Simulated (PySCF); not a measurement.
## Electron correlation in Ge²⁺ (germanium, charge +2)

[Ar] 3d10 4s1 4p1, high-spin 3P determinant (an excited configuration). All numbers are calculated (PySCF 2.14, scalar relativity by spin-free X2C-1e, in x2c-TZVPPall (6s5p4d1f, 48 functions)). Frozen: [Ne]; 20 electrons correlated.

```csv
level,correlation energy (mhartree)
CCSD,-242.93
(T),-4.81
CCSD(T),-247.74
```

Diagnostics: T1 = 0.0063, D1 = 0.0135, largest double amplitude 0.031.

Task: Is a single reference adequate?

Result: Yes, within this model without spin-orbit coupling: T1 lies below 0.03 and no double amplitude reaches 0.07.

This basis was not built for core-valence correlation, so the inner-shell part is incomplete.
